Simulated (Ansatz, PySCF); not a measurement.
PGME (C4H10O2), SMILES COCC(C)O.

Geometry optimised at PBE0-D3(BJ)/def2-SVP. Other conformers were not sampled.

Vertical ionisation energy (IE) and electron affinity (EA) in eV. Rows of orbital energies are one-electron estimates. Where ΔSCF, EOM or ADC give a negative EA the extra electron is unbound and the value depends on the basis.

```tsv
level	IE	EA
−ε(HOMO), −ε(LUMO), r2SCAN/def2-TZVP (PySCF)	6.35	-1.03
−ε(HOMO), −ε(LUMO), PBE/def2-TZVP (PySCF)	?	?
ΔSCF, CAM-B3LYP/def2-SVPD (Ansatz), final states of multiplicity 2 and 2	10.10	-1.84
ΔSCF, PBE/def2-SVPD (Ansatz), final states of multiplicity 2 and 2	9.22	-1.52
```

Q: What belongs in the gaps? (Estimate from the structure and the level; the computed values follow.)

A: 
- −ε(HOMO), −ε(LUMO), PBE/def2-TZVP (PySCF), IE: 6.01
- −ε(HOMO), −ε(LUMO), PBE/def2-TZVP (PySCF), EA: -0.36

Q: What vertical singlet–triplet gap does ΔSCF give with CAM-B3LYP/def2-SVPD (Ansatz, a program for electronic structure) and with PBE/def2-SVPD (Ansatz)? (Estimate from the structure and the level; the computed values follow.)

A: 7.36 and 6.39 eV (triplet above singlet where positive).
